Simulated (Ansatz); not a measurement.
Abridged output of a molecular run in Ansatz:

```
Functional definition: HF
2292 factors; integrals over basis functions are off by at most 1.0e-3 eV
mean field evaluation 1: about -54197.9917 eV, gradient 4.8e1 eV
mean field evaluation 2: about -54198.1859 eV, gradient 4.8e1 eV
mean field evaluation 4: about -54202.1626 eV, gradient 5.1e0 eV
mean field evaluation 8: about -54202.2103 eV, gradient 6.8e-1 eV
mean field -54202.21133977 eV, -1991.8945271581 hartree, gradient 1.3e-6 eV, S^2 0.000000; 0 other end points of the search recorded, 0 dependent functions left out
12 core orbitals not correlated: weight in the atoms' cores, before any rotation towards them, 1.000 or more for the frozen orbitals, at most 0.000 for the correlated occupied ones
reference -54202.21133977 eV, -1991.8945271581 hartree; 16, 16 occupied and 333, 333 virtual orbitals, 2292 factors
second order -34.36622098 eV of doubles, -0.00000000 eV of singles
cycle   1  -32.05447080 eV  change     2.3e0 eV  update   1.5e-1
cycle   2  -32.96310587 eV  change   -9.1e-1 eV  update   5.7e-2
cycle   3  -33.16391453 eV  change   -2.0e-1 eV  update   2.6e-2
cycle   4  -33.12408008 eV  change    4.0e-2 eV  update   9.5e-3
cycle   5  -33.11108112 eV  change    1.3e-2 eV  update   4.1e-3
cycle   6  -33.11647097 eV  change   -5.4e-3 eV  update   1.6e-3
cycle   7  -33.11683182 eV  change   -3.6e-4 eV  update   5.3e-4
cycle   8  -33.11620823 eV  change    6.2e-4 eV  update   2.3e-4
cycle   9  -33.11632400 eV  change   -1.2e-4 eV  update   9.1e-5
cycle  10  -33.11646552 eV  change   -1.4e-4 eV  update   3.6e-5
cycle  11  -33.11638120 eV  change    8.4e-5 eV  update   1.6e-5
cycle  12  -33.11639147 eV  change   -1.0e-5 eV  update   7.6e-6
perturbative correction -1.20449004 eV, -0.0442641927 hartree
Total energy: -54236.53222129 eV, -1993.1557962904 hartree
```

Its atoms:

Cartesian coordinates in Å:
```
C -0.791 0.658 -0.263
O 0.593 0.509 -0.078
Zn 1.406 -0.969 0.412
F 2.328 -2.364 0.891
H -1.187 0.003 -1.049
H -1.365 0.471 0.654
H -0.983 1.692 -0.567
```

Task: Which basis set was used?
A. cc-pV(T+d)Z
B. def2-SVP
C. def2-QZVPP
D. def2-SVPD

Result: C. It gives 361 functions.

Task: Write the keys of the input that set method, charge and spin (a neutral closed shell needs none for the last two).

Result: 
```yaml
correlation: {method: ccsd_t, frozen_orbitals: {C: 1, F: 1, H: 0, O: 1, Zn: 9}}
```
